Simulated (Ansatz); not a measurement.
Consider the ligand exchange at a B–C bond: `N=CB(F)S` + HCl → `FB(S)Cl` + `C=N`.

Gas-phase electronic energies from Ansatz, PBE0-D4/def2-TZVP geometries. CCSD(T)/CBS is the MP2 limit (def2-TZVPP, def2-QZVPP) plus CCSD(T) − MP2 in def2-TZVPP, frozen cores. This one scheme is used for every species. Each species was taken in one conformer, which may not be the lowest.

```
   species  SCS-MP2/def2-TZVPP energy (Eh)
`N=CB(F)S`                      -616.75401
       HCl                      -460.30218
 `FB(S)Cl`                      -982.64346
     `C=N`                       -94.44217
```

(1) Work out ΔE.

Largest T1 diagnostic among the species: 0.014.

## Answers

(1) ΔE = (-982.64346) + (-94.44217) − (-616.75401) − (-460.30218) = -0.02944 Eh = -77.3 kJ/mol. CCSD(T)/CBS gives -73.3 kJ/mol.

In def2-TZVPP, CCSD(T) changes the Hartree–Fock value by +8.7 kJ/mol (the triples alone add +0.7 kJ/mol) and MP2 by +3.4 kJ/mol. Leaving LDA and LC-ωPBE aside and taking each functional with its dispersion term where it has one, the values, not all of them listed here, spread over 5.5 kJ/mol, from PBE-QIDH to BLYP-D4. LDA lies +4.9 kJ/mol from PBE without D4. At CCSD(T), def2-SVP lies −7.3 kJ/mol from the extrapolated value and def2-TZVPP +0.3 kJ/mol.
